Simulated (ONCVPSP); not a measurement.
# Li: one change to an ONCV potential, before and after

Li (Z = 3), optimised norm-conserving Vanderbilt (ONCV), made with ONCVPSP 4.0.1 (PBE, scalar-relativistic). Core none, reference 1s2 2s1. Waves: 1s+2s: rc 1.10 bohr, ncon 4, nbas 8, qcut 9 1/bohr, 2 projectors; p scattering state at 0.04 Ha: rc 1.20 bohr, ncon 4, nbas 8, qcut 7.5 1/bohr, 2 projectors, debl 3.4 Ha; d scattering state at 0.13 Ha: rc 1.00 bohr, ncon 4, nbas 8, qcut 8.5 1/bohr, 2 projectors, debl 1.7 Ha. Local part: polynomial inside 0.95 bohr (lpopt 2, dvloc0 -1 Ha). Core correction: none.

All-electron outer shells of the reference configuration (PBE, scalar-relativistic, ld1.x):

```tsv
shell	level (eV)	outermost node (bohr)	outermost maximum (bohr)
1s	-51.85	–	0.36
2s	-2.87	0.83	3.12
```

Change: s: qcut 6.2; p: qcut 5.2; d: qcut 5.9.

Cutoffs: the cutoffs (Ha) at which the residual kinetic energy of the hardest occupied pseudo-wave falls to 1 and 0.1 mHa per electron; they do not see the model core or the augmentation charge, which bear on the density cutoff. Errors are all-electron minus pseudo energies relative to the spin-unpolarised reference configuration.

Problem. What does the change do?

Solution. The potential gets harder (35 Ha and 54 Ha → 131 Ha and 155 Ha); of the 4 tests that both files solve, the error grows in 1 and shrinks in 0 by more than 15 % and 0.3 meV (median size 0.4 → 0.6 meV); neither file shows a bound ghost.

| quantity | base | changed |
| --- | --- | --- |
| cutoff, loose | 35 Ha | 131 Ha |
| cutoff, tight | 54 Ha | 155 Ha |
| bound ghosts | none | none |
| GHOST(+) flags under 300 eV | none | none |
| error for 1s2 2s0, meV [ΔE 5.30 eV] | +0.4 | +0.5 |
| error for 1s2 2s0.5, meV [ΔE 2.05 eV] | +0.1 | +0.1 |
| error for 1s2 2s0 2p1, meV [ΔE 1.79 eV] | +0.5 | +0.7 |
| error for 1s1 2s1, meV [ΔE 68.41 eV] | +999 | +1614 |
| s: phases at 1.12 bohr within 0.05 rad from the reference energy up to (Ha; the scan ends near 5) | to the end of the scan | to the end of the scan |
| p: phases at 1.22 bohr within 0.05 rad from the reference energy up to (Ha; the scan ends near 5) | to the end of the scan | to the end of the scan |
| d: phases at 1.01 bohr within 0.05 rad from the reference energy up to (Ha; the scan ends near 5) | to the end of the scan | to the end of the scan |
